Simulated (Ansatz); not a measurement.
`N[Si](Cl)(Cl)Cl` + H₂O → `O[Si](Cl)(Cl)Cl` + NH₃ at 298.15 K and 1 bar (formal hydrolysis of the Si–N bond).

Calculated with Ansatz (gas phase, PBE0-D4/def2-TZVP geometries, no zero-point term in ΔE). CBS: MP2 limit from def2 TZ/QZ plus the TZ coupled-cluster correction, frozen cores. This one scheme is used for every species. One conformer a species, not always the lowest.

| species | CCSD(T)/CBS energy (Eh) | H − E (kJ/mol) | S (J/(mol·K)) |
| --- | --- | --- | --- |
| `N[Si](Cl)(Cl)Cl` | -1724.51858 | 104.6 | 359.7 |
| H₂O | -76.37941 | 66.4 | 188.7 |
| `O[Si](Cl)(Cl)Cl` | -1744.40331 | 72.2 | 352.1 |
| NH₃ | -56.50880 | 100.5 | 192.4 |

H − E and S are ideal-gas, rigid-rotor, harmonic terms from PBE0-D4/def2-TZVP, for one conformer and one mirror image of each species. 1 Eh = 2625.50 kJ/mol, R = 8.31446 J/(mol·K).

By hand: ΔE, ΔH, ΔS and ΔG.

ΔE = (-1744.40331) + (-56.50880) − (-1724.51858) − (-76.37941) = -0.01412 Eh = -37.1 kJ/mol. Δ(H − E) = 72.2 + 100.5 − 104.6 − 66.4 = 1.7, so ΔH = -35.4 kJ/mol. ΔS = 352.1 + 192.4 − 359.7 − 188.7 = -3.9 J/(mol·K). ΔG = -35.4 − 298.15 × (-3.9)/1000 = -34.2 kJ/mol.

By hand: the equilibrium constant, and the temperature at which ΔG would vanish if ΔH and ΔS stayed fixed.

log₁₀ K = −ΔG/(RT ln 10) = 6.0. ΔG = 0 at ΔH/ΔS = 9077 K, far beyond where these terms or the molecules hold.

The number of gas molecules stays the same, so ΔS is small and ΔH decides. A doubt of 5 kJ/mol in ΔE shifts log₁₀ K by 0.9 here. Other conformers and mirror images would add mixing entropy, several J/(mol·K) or more a flexible species. These are equilibria of isolated gas molecules and say nothing of rates. Largest T1 diagnostic: 0.009 (customary marks: 0.02 for closed shells, 0.045 for open ones).
